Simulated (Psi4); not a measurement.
C4H10O, triplet, at the geometry of the source list (a higher spin typed on purpose: for a closed-shell molecule this is an excited state); Psi4 with CCSD(T)/STO-3G.

The Psi4 input:
```
memory 2 GB

molecule {
0 3
C     2.33990000    0.29140000   -0.07890000
C     0.85370000    0.58230000    0.05270000
O     0.20670000   -0.58960000    0.50070000
C    -1.18120000   -0.45810000    0.70320000
C    -1.99870000   -0.47500000   -0.58790000
H     2.74080000   -0.02680000    0.87880000
H     2.49490000   -0.50500000   -0.80050000
H     2.86400000    1.18340000   -0.41010000
H     0.68380000    1.39660000    0.77700000
H     0.44960000    0.90350000   -0.91850000
H    -1.39240000    0.46320000    1.26820000
H    -1.45480000   -1.31780000    1.32140000
H    -3.05810000   -0.48750000   -0.34760000
H    -1.75520000   -1.36380000   -1.16360000
H    -1.79300000    0.40310000   -1.19500000
}

set {
  basis sto-3g
  reference uhf
  cc_type df
  mp2_type df
  scf_type df
}

energy('ccsd(t)')
print_variables()
```

Task: Predict the main parts of the log of this Psi4 run.

Result: 
```
Traceback (most recent call last):
  File "psi4", line 375, in <module>
  File "<string>", line 39, in <module>
  File "site-packages/psi4/driver/driver.py", line 461, in energy
  File "site-packages/psi4/driver/task_planner.py", line 255, in task_planner
  File "site-packages/psi4/driver/driver_util.py", line 222, in negotiate_derivative_type
  File "site-packages/psi4/driver/driver_util.py", line 344, in highest_analytic_derivative_available

psi4.driver.p4util.exceptions.MissingMethodError: Method=ccsd(t) is not available for any derivative level under conditions CC_TYPE=DF, REFERENCE=UHF, FREEZE_CORE=FALSE, QC_MODULE=(auto). See https://psicode.org/psi4manual/master/introduction.html#ss-ccsd-prt-pr. Or did you mean? ccsd(at) a-ccsd(t) ccsd(t)_l bccd(t) qcisd(t)

Printing out the relevant lines from the Psithon --> Python processed input file:
    core.set_global_option("BASIS", "sto-3g")
    core.set_global_option("REFERENCE", "uhf")
    core.set_global_option("CC_TYPE", "df")
    core.set_global_option("MP2_TYPE", "df")
    core.set_global_option("SCF_TYPE", "df")
--> energy('ccsd(t)')
    print_variables()

!----------------------------------------------------------------------------------!
!                                                                                  !
!  Method=ccsd(t) is not available for any derivative level under conditions       !
!     CC_TYPE=DF, REFERENCE=UHF, FREEZE_CORE=FALSE, QC_MODULE=(auto). See          !
!     https://psicode.org/psi4manual/master/introduction.html#ss-ccsd-prt-pr. Or   !
!     did you mean? ccsd(at) a-ccsd(t) ccsd(t)_l bccd(t) qcisd(t)                  !
!                                                                                  !
!----------------------------------------------------------------------------------!
```

The program refused the input.
